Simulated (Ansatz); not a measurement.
```yaml
crystal:
  periodic: [false, false, false]
  atoms:
    - {symbol: Si, position_ang: [-0.970630, 1.946276, -0.477780]}
    - {symbol: C, position_ang: [-0.151543, 1.189141, 1.009919]}
    - {symbol: In, position_ang: [1.268018, -0.349463, 0.450488]}
    - {symbol: Si, position_ang: [0.394771, -2.634197, -0.355543]}
    - {symbol: H, position_ang: [-1.702319, 0.898764, -1.246019]}
    - {symbol: H, position_ang: [-1.941498, 3.023997, -0.136106]}
    - {symbol: H, position_ang: [0.050239, 2.533455, -1.393225]}
    - {symbol: H, position_ang: [0.365927, 1.954800, 1.592980]}
    - {symbol: H, position_ang: [-0.917559, 0.726421, 1.639633]}
    - {symbol: H, position_ang: [2.952109, 0.040471, 0.533009]}
    - {symbol: H, position_ang: [1.158082, -3.763172, 0.247170]}
    - {symbol: H, position_ang: [0.539315, -2.736440, -1.836191]}
    - {symbol: H, position_ang: [-1.044911, -2.830063, -0.028325]}
basis:
  gaussian: {orbitals: def2-TZVP, point_charges: [{charge: 1.00, position_ang: [6.172, 0.472, 0.358]}]}
hamiltonian: {xc: {name: M06-2X}}
```

```sh
$ ansatz run in.yaml --threads 4 --pin off --events-out ev --progress --plain --max-ram 10444MiB
```

Output, abridged:

```
Error: YAML parse error: error: line 19 column 19: hamiltonian.xc: no functional is named "M06-2X"; the names, which are not case-sensitive, are SVWN5, SPW92, PBE, PBE0, PBEsol, revPBE, revPBE0, RPBE, rPW86-PBE, HSE06, wPBEh, LC-wPBE, HISS, HF, BLYP, B3LYP, B3LYP5, BHLYP, CAM-B3LYP, r2SCAN, r2SCANh, r2SCAN0, r2SCAN50, m-r2SCAN, B97, wB97, wB97X, wB97X-V, B97M-V, wB97M-V, B2PLYP, B2GP-PLYP, PBE0-DH, PBE-QIDH
  --> <input>:19:19
   |
17 | basis:
18 |   gaussian: {orbitals: def2-TZVP, point_charges: [{charge: 1.00, position_ang: [6.1…
19 | hamiltonian: {xc: {name: M06-2X}}
   |                   ^ hamiltonian.xc: no functional is named "M06-2X"; the names, which are not case-sensitive, are SVWN5, SPW92, PBE, PBE0, PBEsol, revPBE, revPBE0, RPBE, rPW86-PBE, HSE06, wPBEh, LC-wPBE, HISS, HF, BLYP, B3LYP, B3LYP5, BHLYP, CAM-B3LYP, r2SCAN, r2SCANh, r2SCAN0, r2SCAN50, m-r2SCAN, B97, wB97, wB97X, wB97X-V, B97M-V, wB97M-V, B2PLYP, B2GP-PLYP, PBE0-DH, PBE-QIDH
```

In this input the method's name isn't one that the program takes here. The input was rejected before any iteration.
